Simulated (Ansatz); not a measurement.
Ansatz (a program for electronic structure) input (CCSD(T)/aug-cc-pVDZ):

Ansatz 0.2 input:
```yaml
crystal:
  periodic: [false, false, false]
  atoms:
    - {symbol: C, position_ang: [3.68052781, -0.11312696, 0.12836489]}
    - {symbol: C, position_ang: [2.29218265, -0.74541647, 0.16379065]}
    - {symbol: C, position_ang: [1.17138203, 0.25608904, -0.10334597]}
    - {symbol: C, position_ang: [-0.22094279, -0.36662466, -0.06665651]}
    - {symbol: C, position_ang: [-1.34080955, 0.64653135, -0.33095034]}
    - {symbol: C, position_ang: [-2.70029095, 0.02069910, -0.33877328]}
    - {symbol: C, position_ang: [-3.68742831, 0.31990457, 0.49577158]}
    - {symbol: H, position_ang: [3.88212981, 0.33759023, -0.84648022]}
    - {symbol: H, position_ang: [3.77253557, 0.67435500, 0.88035878]}
    - {symbol: H, position_ang: [4.46162741, -0.85064523, 0.32176046]}
    - {symbol: H, position_ang: [2.23738295, -1.55145442, -0.57523783]}
    - {symbol: H, position_ang: [2.12846955, -1.21613214, 1.13862019]}
    - {symbol: H, position_ang: [1.33248044, 0.72674855, -1.07992393]}
    - {symbol: H, position_ang: [1.22633781, 1.06435453, 0.63469524]}
    - {symbol: H, position_ang: [-0.38900581, -0.83650410, 0.90737106]}
    - {symbol: H, position_ang: [-0.27951347, -1.17121230, -0.80767543]}
    - {symbol: H, position_ang: [-1.30513139, 1.44011271, 0.42091560]}
    - {symbol: H, position_ang: [-1.15637639, 1.12381466, -1.30088850]}
    - {symbol: H, position_ang: [-2.86135812, -0.75083556, -1.08864925]}
    - {symbol: H, position_ang: [-3.57021661, 1.07984478, 1.26064920]}
    - {symbol: H, position_ang: [-4.64708704, -0.17837241, 0.44527842]}
basis:
  gaussian:
    orbitals: aug-cc-pVDZ
magnetization: {spin_polarized: false}
correlation: {method: ccsd_t, electrons: outside_noble_gas}
output: {forces: true}
```

Output:

```
Functional definition: HF
integrals: 2.90 GiB planned
2842 factors; integrals over basis functions are off by at most 6.9e-4 eV
1.55 GiB of device memory are held for the factors and their scratch space
mean field: 2.17 GiB planned
mean field evaluation 1: about -7428.4135 eV, gradient 4.9e1 eV
mean field evaluation 2: about -7428.4203 eV, gradient 4.9e1 eV
mean field evaluation 4: about -7435.2127 eV, gradient 4.5e0 eV
mean field evaluation 8: about -7435.2914 eV, gradient 2.4e-4 eV
mean field evaluation 16: about -7435.2833 eV, gradient 2.5e-1 eV
mean field -7435.29139338 eV, -273.2419188850 hartree, gradient 9.4e-7 eV, S^2 0.000000; 0 other end points of the search recorded, 0 dependent functions left out
7 core orbitals not correlated
reference -7435.29139338 eV, -273.2419188850 hartree; 21, 21 occupied and 259, 259 virtual orbitals, 2842 factors
densities: 18.64 GiB planned
second order -27.97239644 eV of doubles, -0.00000000 eV of singles
coupled cluster: 13.41 GiB planned
cycle   1  -29.53912710 eV  change    -1.6e0 eV  update   1.1e-1
cycle   2  -30.31658210 eV  change   -7.8e-1 eV  update   3.3e-2
cycle   3  -30.43685001 eV  change   -1.2e-1 eV  update   1.3e-2
cycle   4  -30.43799772 eV  change   -1.1e-3 eV  update   3.9e-3
cycle   5  -30.43882522 eV  change   -8.3e-4 eV  update   1.4e-3
cycle   6  -30.43902961 eV  change   -2.0e-4 eV  update   4.3e-4
cycle   7  -30.43894316 eV  change    8.6e-5 eV  update   1.4e-4
cycle   8  -30.43895856 eV  change   -1.5e-5 eV  update   4.4e-5
cycle   9  -30.43895732 eV  change    1.2e-6 eV  update   1.6e-5
cycle  10  -30.43894618 eV  change    1.1e-5 eV  update   5.5e-6
perturbative correction -1.07532542 eV, -0.0395174804 hartree
the calculation of the forces begins
1.55 GiB of device memory are held for the factors and their scratch space
Total energy: -7466.80566497 eV, -274.4000470052 hartree
Atom 0 at     3.680528    -0.113127     0.128365 Å, force    -0.069811    -0.000180    -0.005371 eV/Å
Atom 1 at     2.292183    -0.745416     0.163791 Å, force    -0.018156     0.024479    -0.006663 eV/Å
Atom 2 at     1.171382     0.256089    -0.103346 Å, force     0.002313    -0.032188     0.009949 eV/Å
Atom 3 at    -0.220943    -0.366625    -0.066657 Å, force    -0.023672     0.065531    -0.000874 eV/Å
Atom 4 at    -1.340810     0.646531    -0.330950 Å, force     0.201797     0.027982    -0.025350 eV/Å
Atom 5 at    -2.700291     0.020699    -0.338773 Å, force     0.866922    -0.357779    -0.778775 eV/Å
Atom 6 at    -3.687428     0.319905     0.495772 Å, force    -0.906786     0.294220     0.792003 eV/Å
Atom 7 at     3.882130     0.337590    -0.846480 Å, force     0.076906     0.191295    -0.439061 eV/Å
Atom 8 at     3.772536     0.674355     0.880359 Å, force     0.027506     0.343288     0.341216 eV/Å
Atom 9 at     4.461627    -0.850645     0.321760 Å, force     0.336901    -0.332582     0.086386 eV/Å
Atom 10 at     2.237383    -1.551454    -0.575238 Å, force    -0.026524    -0.340576    -0.334214 eV/Å
Atom 11 at     2.128470    -1.216132     1.138620 Å, force    -0.074953    -0.190953     0.432244 eV/Å
Atom 12 at     1.332480     0.726749    -1.079924 Å, force     0.065855     0.197014    -0.441159 eV/Å
Atom 13 at     1.226338     1.064355     0.634695 Å, force     0.018566     0.350498     0.337750 eV/Å
Atom 14 at    -0.389006    -0.836504     0.907371 Å, force    -0.072728    -0.202256     0.451702 eV/Å
Atom 15 at    -0.279513    -1.171212    -0.807675 Å, force    -0.024763    -0.349992    -0.346078 eV/Å
Atom 16 at    -1.305131     1.440113     0.420916 Å, force     0.017458     0.349692     0.356580 eV/Å
Atom 17 at    -1.156376     1.123815    -1.300888 Å, force     0.078709     0.197645    -0.408991 eV/Å
Atom 18 at    -2.861358    -0.750836    -1.088649 Å, force    -0.085546    -0.357099    -0.352633 eV/Å
Atom 19 at    -3.570217     1.079845     1.260649 Å, force     0.059545     0.360088     0.358981 eV/Å
Atom 20 at    -4.647087    -0.178372     0.445278 Å, force    -0.449539    -0.238126    -0.027641 eV/Å
Dipole moment:     0.078563    -0.011972    -0.019169 e Å
```
